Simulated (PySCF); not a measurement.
A calculated (PBE0, PySCF 2.14, aug-cc-pVQZ with one added diffuse shell each of s, p, d, f, g type, no relativity, point nucleus) atom or ion has these occupied shells.

```tsv
shell	electrons	orbital energy (eV)	rms radius, mean of both spins (bohr)
1s α	1	-1286.7	0.152
1s β	1	-1286.6	0.152
2s α	1	-94.816	0.762
2s β	1	-94.577	0.762
2p α	3	-60.014	0.777
2p β	3	-59.848	0.777
3s α	1	-12.709	2.98
```

Q: Name the element and its charge.

A: Mg⁺ (magnesium, charge +1), in [Ne] 3s1, 2S determinant.
